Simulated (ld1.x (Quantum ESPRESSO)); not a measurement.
Which change was made? (Hg, TM)

mercury (Hg), norm-conserving Troullier–Martins (Kleinman–Bylander form), made with ld1.x (Quantum ESPRESSO) 7.5 (LDA (PZ), fully relativistic). Core [Xe] 4f14, reference 5d10 6s2 6p0. Waves: 6s (bound): rc 2.35 bohr; 6p (bound, empty): rc 2.55 bohr; 5d (bound): rc 1.90 bohr. Local part: all-electron potential smoothed inside 1.55 bohr (lloc = -1). Core correction: none.

Open shells are filled in proportion to 2j + 1 (rel_dist='average').

Cutoffs, loose and tight: the cutoffs (Ry, on a coarse ladder) from which the occupation-weighted sum of valence levels, in a spherical-Bessel basis at the reference potential, stays within 10 and 1 mRy of its value at 400 Ry. They do not see the model core or the augmentation charge, which bear on the density cutoff. Test errors are all-electron minus pseudo excitation energies from the reference, over the configurations 5d10 6s1 6p0; 5d10 6s0 6p0; 5d9 6s0 6p0; 5d9 6s2 6p1; 5d10 6s1.5 6p0; 5d10 6s0 6p1; 5d10 6s0 6p2; variants that change the core or the reference have their own tests. The largest error is taken over the tests solved by every variant that gives reliable tests at all, those not shown here included: 5d10 6s0 6p0; 5d10 6s1 6p0; 5d10 6s1.5 6p0; 5d9 6s0 6p0.

The base gives: outcome: generated; cutoff, loose: 50 Ry; cutoff, tight: 70 Ry; bound ghosts: s, p3/2, p1/2; largest test error (meV): +38.

(1) After one change the result is: outcome: generated; cutoff, loose: 50 Ry; cutoff, tight: 70 Ry; bound ghosts: s; largest test error (meV): +42. Which change was it?
A. local potential all-electron potential smoothed inside 1.88 bohr (lloc = -1)
B. local potential all-electron potential smoothed inside 2.16 bohr (lloc = -1)
C. local potential all-electron potential smoothed inside 2.40 bohr (lloc = -1)
D. local potential all-electron potential smoothed inside 2.68 bohr (lloc = -1)

Answers

(1) A. The others give: local potential all-electron potential smoothed inside 2.40 bohr (lloc = -1) → outcome: generated; cutoff, loose: 50 Ry; cutoff, tight: 70 Ry; bound ghosts: none; largest test error (meV): +10 | local potential all-electron potential smoothed inside 2.16 bohr (lloc = -1) → outcome: generated; cutoff, loose: 50 Ry; cutoff, tight: 70 Ry; bound ghosts: s; largest test error (meV): +28 | local potential all-electron potential smoothed inside 2.68 bohr (lloc = -1) → outcome: generated; cutoff, loose: 50 Ry; cutoff, tight: 70 Ry; bound ghosts: none; largest test error (meV): -26.
